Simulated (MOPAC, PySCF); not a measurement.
C₄H₁₂GeO₃, SMILES `[O](C)[Ge]([O]C)([O]C)[CH3]`, neutral singlet in the gas phase. 

Cartesian coordinates (Å):
```xyz
20

C     -1.8318    -1.1397     1.4615
O     -1.6380    -0.9882     0.0686
Ge    -0.1753    -0.2752    -0.6270
C      0.0633    -0.8640    -2.4503
O      1.1104    -0.7441     0.5207
C      2.4180    -0.2335     0.3873
O     -0.2462     1.5050    -0.6381
C     -0.5986     2.2217     0.5258
H     -2.1870    -0.2018     1.9287
H     -0.9097    -1.4535     1.9789
H     -2.6036    -1.9105     1.6210
H     -0.9152    -0.8851    -2.9506
H      0.7268    -0.1683    -2.9818
H      0.4973    -1.8736    -2.4628
H      2.9340    -0.6309    -0.5088
H      3.0038    -0.5349     1.2711
H      2.4351     0.8705     0.3238
H     -0.0314     1.8871     1.4151
H     -0.3751     3.2886     0.3623
H     -1.6768     2.1305     0.7547
```
Charge 0, spin multiplicity 1.

All levels are single points at this geometry (B3LYP-D3(BJ)/def2-SVP); Pople sets use spherical d functions. Orbital energies aren't observables, and empty levels follow the basis.

HF/3-21G in PySCF gives gap (eV) = 16.81.

Q: Estimate the gap (eV) from each of these levels: B3LYP-D3(BJ)/def2-TZVP in PySCF; B3LYP/6-311+G** (LANL2DZ on Ge) in PySCF; B3LYP/6-31G* in PySCF; BP86/6-31G* in PySCF; PBE/6-31G* in PySCF; HF/6-31G* in PySCF; PM3 in MOPAC; PM7 in MOPAC.

A: 
| level | gap (eV) |
|---|---|
| B3LYP-D3(BJ)/def2-TZVP in PySCF | 7.74 |
| B3LYP/6-311+G** (LANL2DZ on Ge) in PySCF | 7.34 |
| B3LYP/6-31G* in PySCF | 8.02 |
| BP86/6-31G* in PySCF | 5.91 |
| PBE/6-31G* in PySCF | 5.88 |
| HF/6-31G* in PySCF | 16.41 |
| PM3 in MOPAC | 10.52 |
| PM7 in MOPAC | 9.41 |
